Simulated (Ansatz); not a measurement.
One change: `C=C(O)[SiH2]O` becomes `C=C([SiH3])[SiH2]O`.

Ansatz, PBE0-D4/def2-TZVP geometries, multiplicity 1. Each molecule was computed in one conformer, which needn't be the lowest.

```json
{"property": "HOMO–LUMO gap (B3LYP/def2-TZVPP) / eV", "`C=C(O)[SiH2]O`": "6.41"}
{"property": "HOMO energy (PBE0/def2-TZVPP) / eV", "`C=C(O)[SiH2]O`": "-7.06"}
{"property": "LUMO energy (PBE0/def2-TZVPP) / eV", "`C=C(O)[SiH2]O`": "-0.20"}
{"property": "size of the dipole moment (ωB97M-V/def2-TZVPP) / D", "`C=C(O)[SiH2]O`": "2.02"}
{"property": "HOMO–LUMO gap (ωB97M-V/def2-TZVPP) / eV", "`C=C(O)[SiH2]O`": "11.01"}
{"property": "HOMO energy (PBE/def2-TZVPP) / eV", "`C=C(O)[SiH2]O`": "-5.85"}
```

Give the same properties after the change, and the shifts. (Estimate.)

The calculation gave: 
| property | `C=C([SiH3])[SiH2]O` | shift |
| --- | --- | --- |
| HOMO–LUMO gap (B3LYP/def2-TZVPP) / eV | 6.77 | 0.36 |
| HOMO energy (PBE0/def2-TZVPP) / eV | -8.08 | -1.02 |
| LUMO energy (PBE0/def2-TZVPP) / eV | -0.89 | -0.69 |
| size of the dipole moment (ωB97M-V/def2-TZVPP) / D | 1.61 | -0.41 |
| HOMO–LUMO gap (ωB97M-V/def2-TZVPP) / eV | 11.49 | 0.48 |
| HOMO energy (PBE/def2-TZVPP) / eV | -6.86 | -1.01 |

With PBE0 the HOMO falls by 1.02 eV and the LUMO falls by 0.69 eV, so the gap widens by about 0.33 eV. PBE moves the HOMO by -1.01 eV and ωB97M-V by -0.96 eV. Dipoles are sizes alone; their direction can turn.

B3LYP here is the variant with VWN-RPA as its local correlation; programs differ in this.
